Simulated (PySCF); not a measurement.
## Correlation energy of Rh(2+) (rhodium, charge +2)

[Kr] 4d6 5p1, one real determinant (an excited configuration). Calculation: PySCF 2.14, in aug-cc-pwCVDZ-PP with ECP28MDF (6s6p5d3f, 70 functions); scalar relativity through the core potential. Frozen: 4s2 4p6; 7 electrons correlated.

MP2 pair energies summed by pair of shells (mhartree):

```json
{"pair": "4d-4d", "energy": "-101.39", "share (%)": "84.4"}
{"pair": "4d-5p", "energy": "-18.72", "share (%)": "15.6"}
```

Total MP2 correlation energy: -120.11 mhartree.

Same-spin part -76.05 and opposite-spin part -44.06 mhartree; SCS-MP2 scales them by 1/3 and 6/5 to -78.22 mhartree.

The reference is one real determinant that mixes LS terms of this configuration.
